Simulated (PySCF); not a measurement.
# UHF on Zr³⁺ (zirconium, charge +3)

Configuration: [Kr] 4d1, 2D determinant. Computed with PySCF 2.14 in ANO-RCC-VTZP (7s6p4d2f1g, 68 functions), with scalar relativity by spin-free X2C-1e.

```
Total energy                                                  : -3594.623351 hartree
One-electron energy                                           : -4925.6047 hartree
Hartree (Coulomb) energy                                      : 1443.3971 hartree
Exchange energy                                               : -112.4157 hartree
⟨S²⟩                                                          : 0.7528
⟨L²⟩                                                          : 6.031
Sum of ⟨r⟩                                                    : 21.78 bohr
Sum of ⟨r²⟩                                                   : 24.31 bohr²
Traceless quadrupole moment −½Σ⟨3z² − r²⟩ along its main axis : 1.08 e·bohr²
Langevin diamagnetic susceptibility                           : -19.3 ×10⁻⁶ cm³/mol
```

```
shell  electrons  mean orbital energy (eV)  spread (eV)  rms radius, mean of both spins (bohr)
 1s β          1                  -18123.9            0                                 0.0426
 1s α          1                  -18123.9            0                                 0.0426
 2s α          1                   -2607.5            0                                  0.176
 2s β          1                   -2607.3            0                                  0.176
 2p α          3                   -2322.9        0.008                                  0.157
 2p β          3                   -2322.7        0.189                                  0.157
 3s α          1                   -481.84            0                                  0.487
 3s β          1                   -481.76            0                                  0.487
 3p α          3                   -386.28        0.259                                  0.496
 3p β          3                   -386.17        0.420                                  0.496
 3d α          5                   -229.03        0.836                                  0.495
 3d β          5                   -228.77        0.493                                  0.495
 4s α          1                   -95.656            0                                   1.29
 4s β          1                   -94.473            0                                   1.29
 4p α          3                   -68.082        0.961                                   1.44
 4p β          3                   -66.418        1.362                                   1.44
 4d α          1                   -33.980            0                                   1.99
```

Densities and radii are taken from the X2C orbitals without a picture-change correction, which distorts them close to the nucleus.

Spin-orbit constants ζ (cm⁻¹) from the X2C one-electron operator on these orbitals: bare nucleus, nucleus screened by l(l+1)(2l+1)/3 electrons, and screened by the Breit-Pauli mean field of the electrons.

| shell | bare | screened nucleus | mean field |
| --- | --- | --- | --- |
| 2p | 470100 | 446600 | n/a |
| 3p | 75580 | 71800 | n/a |
| 3d | 10370 | 7779 | n/a |
| 4p | 9270 | 8807 | n/a |
| 4d | 714.3 | 535.7 | n/a |

To first order the Landé constant is A = 535.7 cm⁻¹, so the lowest level has J = 3/2 and lies 0.0996 eV below the centre of the term.
